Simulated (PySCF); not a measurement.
# Correlation energy of Au (gold, neutral)

[Xe] 4f14 5d10 6s1, 2S determinant. Calculation: PySCF 2.14, in def2-TZVP with the def2 core potential (60 electrons) (6s4p3d1f, 40 functions); scalar relativity through the core potential. Frozen: 5s2 5p6; 11 electrons correlated.

MP2 pair energies summed by pair of shells (mhartree):

| pair | energy | share (%) |
| --- | --- | --- |
| 5d-5d | -237.70 | 85.2 |
| 5d-6s | -41.32 | 14.8 |

Total MP2 correlation energy: -279.02 mhartree.

Same-spin part -98.75 and opposite-spin part -180.27 mhartree; SCS-MP2 scales them by 1/3 and 6/5 to -249.24 mhartree.

| level | correlation energy (mhartree) |
| --- | --- |
| CCSD | -264.64 |
| (T) | -4.56 |
| CCSD(T) | -269.20 |

Diagnostics: T1 = 0.014, D1 = 0.0551, largest double amplitude 0.023.

Cost of the coupled-cluster step: 1.2 s of wall time on 1 thread of Neoverse-V2 (shared host), for 11 correlated electrons.

Iterations:

```
CC2 = 0
CCSD nocc = (np.int64(6), np.int64(5)), nmo = (36, 36)
frozen orbitals [[0, 1, 2, 3], [0, 1, 2, 3]]
max_cycle = 100
direct = 0
conv_tol = 1e-08
conv_tol_normt = 1e-06
diis_space = 8
diis_start_cycle = 0
Init t2, MP2 energy = -0.27902112070563
Init E_corr(UCCSD) = -0.279021120726912
cycle = 1  E_corr(UCCSD) = -0.259206752849724  dE = 0.0198143679  norm(t1,t2) = 0.0570672
cycle = 2  E_corr(UCCSD) = -0.2641981566994  dE = -0.00499140385  norm(t1,t2) = 0.0154733
cycle = 3  E_corr(UCCSD) = -0.264255825844105  dE = -5.76691447e-05  norm(t1,t2) = 0.00649935
cycle = 4  E_corr(UCCSD) = -0.26464474044306  dE = -0.000388914599  norm(t1,t2) = 0.00221649
cycle = 5  E_corr(UCCSD) = -0.264649736841331  dE = -4.99639827e-06  norm(t1,t2) = 0.000209912
cycle = 6  E_corr(UCCSD) = -0.264637206393716  dE = 1.25304476e-05  norm(t1,t2) = 5.14573e-05
cycle = 7  E_corr(UCCSD) = -0.264637713561765  dE = -5.07168048e-07  norm(t1,t2) = 7.32769e-06
cycle = 8  E_corr(UCCSD) = -0.264637746519481  dE = -3.29577157e-08  norm(t1,t2) = 1.21966e-06
cycle = 9  E_corr(UCCSD) = -0.264637732757959  dE = 1.37615211e-08  norm(t1,t2) = 2.91493e-07
cycle = 10  E_corr(UCCSD) = -0.264637731995711  dE = 7.62248153e-10  norm(t1,t2) = 3.87852e-08
UCCSD converged
E(UCCSD) = -135.0544540469352  E_corr = -0.2646377319957112
UCCSD(T) correction = -0.00456335548651124
```
